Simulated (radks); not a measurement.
Values are calculated unless marked as measured or tabulated.
Ionisation of the krypton ion Kr+, [Ar] 3d10 4s2 4p5, to [Ar] 3d10 4s2 4p4 as the strength of local exchange is varied. Level of theory: scalar-relativistic Kohn-Sham, Slater X-alpha exchange (alpha = 2/3 is LDA exchange), no correlation, spin-polarised, spherical densities, finite nucleus; open shells are filled with parallel spins first; Fermi nuclear charge, rms radius 4.1884 fm (a radial shooting solver on a logarithmic mesh with Libxc functionals).

| alpha | E(Kr+) (hartree) | exchange (hartree) | IE (eV) | -e of the level emptied (eV) | <r> of it (bohr) |
|---|---|---|---|---|---|
| 0.667 | -2783.11665 | -89.41067 | 23.038 | 17.802 (4p) | 1.847 |
| 0.712 | -2789.16210 | -95.64008 | 23.647 | 18.394 (4p) | 1.832 |
| 0.824 | -2804.26272 | -111.25215 | 25.199 | 19.910 (4p) | 1.795 |
| 0.838 | -2806.15573 | -113.21446 | 25.396 | 20.103 (4p) | 1.790 |
| 0.932 | -2818.89718 | -126.45210 | 26.741 | 21.424 (4p) | 1.761 |

NIST Atomic Spectra Database: 24.360 eV (measured). The Delta-SCF value meets it near alpha = 0.76. Open shells are spherical and high-spin; term and fine-structure splittings are not resolved.
